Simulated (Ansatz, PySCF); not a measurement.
silacyclobutane (C₃H₈Si), SMILES C1C[SiH2]C1. Atoms are numbered in the order given.

```xyz
12

C      1.3351    -0.1831     0.0000
C      0.3986     0.1530    -1.2047
Si    -1.0615    -0.0565     0.0000
C      0.3986     0.1530     1.2047
H      2.2971     0.3569     0.0000
H      1.5711    -1.2600     0.0000
H      0.5078     1.2057    -1.5138
H      0.5057    -0.4810    -2.0965
H     -1.6499    -1.4296     0.0000
H     -2.1781     0.9372     0.0000
H      0.5078     1.2057     1.5138
H      0.5057    -0.4810     2.0965
```

Geometry: B3LYP-D3(BJ)/def2-SVP.

Vertical ionisation energy (IE) and electron affinity (EA) in eV. Rows of orbital energies are one-electron estimates. Where ΔSCF, EOM or ADC give a negative EA the extra electron is unbound and the value depends on the basis.

| level | IE | EA |
|---|---|---|
| −ε(HOMO), −ε(LUMO), CAM-B3LYP/def2-TZVP (PySCF) | 9.19 | -1.28 |
| −ε(HOMO), −ε(LUMO), PBE/def2-TZVP (PySCF) | 6.61 | 0.44 |
| ΔSCF, CAM-B3LYP/def2-SVPD (Ansatz), final states of multiplicity 2 and 2 | 10.06 | -1.85 |
| ΔSCF, PBE/def2-SVPD (Ansatz), final states of multiplicity 2 and 2 | 9.63 | -1.56 |

Question: What vertical singlet–triplet gap does ΔSCF give with CAM-B3LYP/def2-SVPD (Ansatz, a quantum-chemistry and plane-wave program) and with PBE/def2-SVPD (Ansatz)? (An estimate is asked for; the answer gives what the named calculation found.)

Answer: 6.79 and 6.10 eV (triplet above singlet where positive).
